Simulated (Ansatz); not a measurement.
`NB(Cl)O[SiH3]` and `NB(O)Cl` differ in one atom or group.

Ansatz, PBE0-D4/def2-TZVP geometries, multiplicity 1. Each molecule was computed in one conformer, which needn't be the lowest.

```csv
property,`NB(Cl)O[SiH3]`
HOMO–LUMO gap (PBE0/def2-TZVPP) / eV,8.22
HOMO–LUMO gap (ωB97M-V/def2-TZVPP) / eV,12.18
LUMO energy (PBE0/def2-TZVPP) / eV,0.02
HOMO energy (B3LYP/def2-TZVPP) / eV,-7.94
HOMO–LUMO gap (PBE/def2-TZVPP) / eV,5.93
size of the dipole moment (ωB97M-V/def2-TZVPP) / D,2.85
```

(1) What does the change do to each property? (Estimate.)

Answers

(1) Ansatz gave: 
```csv
property,`NB(O)Cl`,shift
HOMO–LUMO gap (PBE0/def2-TZVPP) / eV,8.88,0.66
HOMO–LUMO gap (ωB97M-V/def2-TZVPP) / eV,12.58,0.40
LUMO energy (PBE0/def2-TZVPP) / eV,0.79,0.77
HOMO energy (B3LYP/def2-TZVPP) / eV,-7.83,0.11
HOMO–LUMO gap (PBE/def2-TZVPP) / eV,6.59,0.66
size of the dipole moment (ωB97M-V/def2-TZVPP) / D,1.10,-1.75
```

With PBE0 the HOMO rises by 0.11 eV and the LUMO rises by 0.77 eV, so the gap widens by about 0.66 eV. PBE moves the HOMO by 0.14 eV and ωB97M-V by 0.09 eV. The zero-point energy changes by -40.1 kJ/mol with -9 modes. Dipoles are sizes alone; their direction can turn.

B3LYP here is the variant with VWN-RPA as its local correlation; programs differ in this.
